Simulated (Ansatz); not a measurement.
`[SiH3]C#CC=S` + `C[SiH](O)Cl` → `C[SiH](Cl)OC=S` + `C#C[SiH3]`  (substitution at a C–C bond)

Isolated molecules relaxed with PBE0-D4/def2-TZVP in Ansatz; ΔE leaves out vibrations. CBS: MP2 limit from def2 TZ/QZ plus the TZ coupled-cluster correction, frozen cores. One conformer a species, not always the lowest.

`[SiH3]C#CC=S`:

Cartesian coordinates in Å:
```
Si -0.669 1.899 -0.090
C -0.026 0.196 0.022
C 0.381 -0.948 0.079
C 0.870 -2.262 0.161
S 0.213 -3.533 -0.597
H -0.687 2.305 -1.516
H -2.043 1.921 0.466
H 0.207 2.810 0.686
H 1.754 -2.389 0.789
```

`C[SiH](O)Cl`:

Z-matrix (Å, degrees):
```
C
Si 1 1.852
H 1 1.092 2 110.4
H 1 1.093 2 110.2 3 119.9
H 1 1.093 2 111.1 3 -119.8
O 2 1.636 1 113.3 3 -178.2
Cl 2 2.066 1 107.5 3 60.3
H 2 1.477 1 112.9 3 -58.5
H 6 0.958 2 118.5 1 -65.6
```

`C[SiH](Cl)OC=S`:

Z-matrix (Å, degrees):
```
C
Si 1 1.839
H 1 1.093 2 110.0
H 1 1.092 2 110.5 3 -119.9
H 1 1.092 2 110.4 3 119.9
Cl 2 2.051 1 111.4 3 177.6
O 2 1.667 1 106.7 3 59.0
H 2 1.478 1 114.5 3 -60.9
C 7 1.330 2 129.4 1 160.2
S 9 1.607 7 124.1 2 171.2
H 9 1.094 7 113.9 2 -9.5
```

`C#C[SiH3]`:

Cartesian coordinates in Å:
```
C 1.293 1.042 -1.044
C 0.498 0.401 -0.402
Si -0.704 -0.567 0.568
H 1.995 1.608 -1.611
H -0.482 -0.318 2.014
H -2.080 -0.155 0.198
H -0.520 -2.010 0.277
```

```tsv
species	CCSD/CBS(def2) energy (Eh)
`[SiH3]C#CC=S`	-803.28413
`C[SiH](O)Cl`	-865.18356
`C[SiH](Cl)OC=S`	-1300.95738
`C#C[SiH3]`	-367.49931
```

Q: Work out ΔE.

A: ΔE = (-1300.95738) + (-367.49931) − (-803.28413) − (-865.18356) = 0.01100 Eh = +0.30 eV. CCSD(T)/CBS gives +0.31 eV.

Largest T1 diagnostic among the species: 0.016.

In def2-TZVPP, CCSD(T) changes the Hartree–Fock value by +0.10 eV (the triples alone add +0.01 eV) and MP2 by +0.16 eV. The D4 term adds −0.03 eV with B3LYP and −0.02 eV with PBE0; it sums over pairs of atoms, weighted by their polarisabilities, and B3LYP, whose exchange is more repulsive, gets the larger term.

B3LYP here is the variant with VWN-RPA as its local correlation; programs differ in this.
